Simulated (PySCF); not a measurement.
CHAlClNO$_{2}$, singlet, geometry from GFN2-xTB (such geometries of metal compounds can be far from the true shape); CCSD/cc-pVDZ (PySCF).

PySCF was given this input:
```python
from pyscf import gto, scf, cc

mol = gto.M(
    atom='''
Al   -0.094093    0.340555   -0.636259
Cl    1.803686    0.056663   -1.251897
N    -0.569814   -0.298551    0.968679
C    -0.832287   -0.743461    2.042674
O    -1.095548   -1.171580    3.082872
O    -1.212351    1.124938   -1.533830
H    -1.993847    1.533279   -1.875524
''',
    basis='cc-pvdz',
    charge=0,
    spin=0,
    verbose=4,
    max_memory=1800,
)

mf = scf.RHF(mol)
mf.kernel()

mycc = cc.CCSD(mf, frozen=14)
mycc.kernel()
print('E(CCSD) = %.10f' % mycc.e_tot)
```

It wrote (shortened):

```
PySCF version 2.14.0

[INPUT] verbose = 4
[INPUT] num. atoms = 7
[INPUT] num. electrons = 60
[INPUT] charge = 0
[INPUT] spin (= nelec alpha-beta = 2S) = 0
[INPUT] symmetry False subgroup None
[INPUT] Mole.unit = angstrom
[INPUT] Symbol           X                Y                Z      unit          X                Y                Z       unit  Magmom
[...]
nuclear repulsion = 301.297878550108
number of shells = 33
number of NR pGTOs = 193
number of NR cGTOs = 97
basis = cc-pvdz
ecp = {}

******** <class 'pyscf.scf.hf.RHF'> ********
method = RHF
initial guess = minao
damping factor = 0
level_shift factor = 0
DIIS = <class 'pyscf.scf.diis.CDIIS'>
diis_start_cycle = 1
diis_space = 8
diis_damp = 0
SCF conv_tol = 1e-09
SCF conv_tol_grad = None
SCF max_cycles = 50
direct_scf = True
direct_scf_tol = 1e-13
Set gradient conv threshold to 3.16228e-05
Initial guess from minao.
init E= -945.214216139266
[...]
cycle= 1 E= -944.113378684548  delta_E=  1.1  |g|= 0.811  |ddm|= 2.54
[...]
cycle= 2 E= -944.203167011904  delta_E= -0.0898  |g|= 0.528  |ddm|= 0.83
[...]
cycle= 3 E= -944.254353037713  delta_E= -0.0512  |g|= 0.0727  |ddm|= 0.326
[...]
cycle= 4 E= -944.25558654796  delta_E= -0.00123  |g|= 0.0305  |ddm|= 0.0702
[...]
cycle= 5 E= -944.255810305347  delta_E= -0.000224  |g|= 0.00662  |ddm|= 0.0273
[...]
cycle= 6 E= -944.255823557597  delta_E= -1.33e-05  |g|= 0.00155  |ddm|= 0.00644
[...]
cycle= 7 E= -944.255824959659  delta_E= -1.4e-06  |g|= 0.000467  |ddm|= 0.00244
[...]
cycle= 8 E= -944.25582512998  delta_E= -1.7e-07  |g|= 0.000185  |ddm|= 0.000794
[...]
cycle= 9 E= -944.255825169935  delta_E= -4e-08  |g|= 8.17e-05  |ddm|= 0.000427
[...]
cycle= 10 E= -944.255825177495  delta_E= -7.56e-09  |g|= 3.86e-05  |ddm|= 0.0002
[...]
cycle= 11 E= -944.255825178694  delta_E= -1.2e-09  |g|= 1.1e-05  |ddm|= 8.27e-05
[...]
cycle= 12 E= -944.255825178818  delta_E= -1.24e-10  |g|= 3.27e-06  |ddm|= 2.86e-05
[...]
Extra cycle  E= -944.255825178828  delta_E= -9.55e-12  |g|= 1.63e-06  |ddm|= 4.28e-06
converged SCF energy = -944.255825178828

******** <class 'pyscf.cc.ccsd.CCSD'> ********
CC2 = 0
CCSD nocc = 16, nmo = 83
frozen orbitals 14
max_cycle = 50
direct = 0
conv_tol = 1e-07
conv_tol_normt = 1e-05
diis_space = 6
diis_start_cycle = 0
diis_start_energy_diff = 1e+09
Init t2, MP2 energy = -945.079474063271  E_corr(MP2) -0.823648884443442
Init E_corr(CCSD) = -0.823648884444517
cycle = 1  E_corr(CCSD) = -0.815079993006424  dE = 0.00856889144  norm(t1,t2) = 0.0832392
cycle = 2  E_corr(CCSD) = -0.838875434451176  dE = -0.0237954414  norm(t1,t2) = 0.0272946
cycle = 3  E_corr(CCSD) = -0.83780019638762  dE = 0.00107523806  norm(t1,t2) = 0.0154937
cycle = 4  E_corr(CCSD) = -0.84085303659326  dE = -0.00305284021  norm(t1,t2) = 0.00547008
cycle = 5  E_corr(CCSD) = -0.840982780334817  dE = -0.000129743742  norm(t1,t2) = 0.00111516
cycle = 6  E_corr(CCSD) = -0.840865389222234  dE = 0.000117391113  norm(t1,t2) = 0.000407969
cycle = 7  E_corr(CCSD) = -0.840841407162295  dE = 2.39820599e-05  norm(t1,t2) = 0.000114717
cycle = 8  E_corr(CCSD) = -0.840845019214277  dE = -3.61205198e-06  norm(t1,t2) = 4.49719e-05
cycle = 9  E_corr(CCSD) = -0.840848378729576  dE = -3.3595153e-06  norm(t1,t2) = 2.06236e-05
cycle = 10  E_corr(CCSD) = -0.840847748541284  dE = 6.30188292e-07  norm(t1,t2) = 6.509e-06
cycle = 11  E_corr(CCSD) = -0.840847781011098  dE = -3.24698142e-08  norm(t1,t2) = 2.8265e-06
CCSD converged
E(CCSD) = -945.0966729598387  E_corr = -0.8408477810110985
E(CCSD) = -945.0966729598
```
